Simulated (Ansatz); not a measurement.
A made-up structure of CH4SSn, closed shell:

```xyz
7
angstrom
C -0.6602 -0.3316 -0.7966
S -0.2681 -1.6957 0.3764
Sn 0.6213 0.4914 0.6693
H -1.6990 -0.0169 -0.7877
H -0.2567 -0.4684 -1.7949
H -0.0153 1.3698 1.9675
H -0.0349 -1.1809 -0.9028
```

It is relaxed with PBE-D4/def2-SVP and then PBE0-D4/def2-TZVP (Ansatz 0.2.0). Atoms count as bonded within 1.22 times the sum of their covalent radii (H–H: 0.88 Å). The end point is not checked to be a true minimum.

Problem. Does its bonding change? (A judgement: the text doesn't fix the answer.)

Solution. The calculation gives: Yes. Formed: none; broken: C1–H7.

Where it ends: The first stage lowers the energy by 4.14 eV in 14 steps. It ends as CH₄SSn ([CH2]1[SH][SnH]1):
C1  (-0.690, -0.004, -0.768)
S2  (-0.502, -1.568, 0.157)
Sn3  (0.945, 0.653, 0.586)
H4  (-1.700, 0.357, -0.595)
H5  (-0.501, -0.161, -1.826)
H6  (-0.269, 1.043, 1.821)
H7  (0.404, -2.153, -0.643)
(Å)

Labels in which every atom is bracketed show which atoms are joined, not bond orders.

For scale, one of the runs: PBE0-D4/def2-TZVP relaxation, 142 basis functions, launched by `ansatz run in.yaml --threads 2 --pin off --events-out ev --progress --plain --max-ram 4352MiB`. The run took about 38 s on 2 CPU threads of an Arm Neoverse V1 (shared host).
